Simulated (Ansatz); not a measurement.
C4H3F3 can be A, `C=C(F)C=C(F)F`, or B, `CC#CC(F)(F)F`.

Isolated molecules relaxed with PBE0-D4/def2-TZVP in Ansatz; ΔE leaves out vibrations. CCSD(T)/CBS adds triple-zeta CCSD(T) − MP2 to the extrapolated MP2 energy (def2 sets, frozen cores). Functionals use def2-TZVPP. B3LYP here is the variant with VWN-RPA as its local correlation; programs differ in this. One conformer a species, not always the lowest.

A:

Z-matrix (Å, degrees):
```
C
C 1 1.328
H 1 1.081 2 120.6
H 1 1.080 2 120.1 3 -180.0
F 2 1.340 1 119.5 3 -0.0
C 2 1.444 1 125.6 3 180.0
C 6 1.327 2 126.7 1 -180.0
H 6 1.081 2 117.3 1 0.0
F 7 1.304 6 127.1 2 -0.0
F 7 1.313 6 122.8 2 -180.0
```

B:

```xyz
10

C    -1.6552   -0.7454    1.0175
C    -0.5056   -0.2276    0.3102
C     0.4471    0.2023   -0.2771
C     1.6051    0.7228   -0.9868
F     2.7499    0.3213   -0.4216
F     1.6150    2.0612   -0.9977
F     1.6260    0.3144   -2.2612
H    -2.2082   -1.4478    0.3898
H    -2.3293    0.0660    1.3011
H    -1.3448   -1.2673    1.9256
```

Q: Which is lower in electronic energy at CCSD(T)/CBS, and by how much? (Estimate.)

A: Ansatz gave: A, by 0.8 kJ/mol. So small a gap doesn't settle the order.

Q: Give E(B) − E(A) in kJ/mol with ωB97M-V, BLYP-D4, PBE0-D4, B3LYP-D4, CCSD(T)/def2-SVP, CCSD/def2-TZVPP, PBE-D4. (Best estimate.)

A: Computed: ωB97M-V 6.6, BLYP-D4 25.8, PBE0-D4 18.7, B3LYP-D4 19.4, CCSD(T)/def2-SVP -7.4, CCSD/def2-TZVPP -3.2, PBE-D4 26.4. The order is the other way round with CCSD(T)/def2-SVP, CCSD/def2-TZVPP.

Q: Does the order hold for the free energy at 298.15 K (harmonic terms from PBE0-D4)? (An estimate is asked.)

A: Ansatz gave: No: G(B) − G(A) = -2.8 kJ/mol, for one conformer each. Modes under 60 cm⁻¹, often nearly free rotors, make the harmonic entropy too high.

Largest T1 diagnostic: 0.013.

From BLYP to BHLYP (50 % exact exchange), in def2-TZVPP and without D4, E(B) − E(A) moves by −12.9 kJ/mol. At CCSD(T), def2-SVP lies −8.2 kJ/mol from the extrapolated value and def2-TZVPP −1.0 kJ/mol.
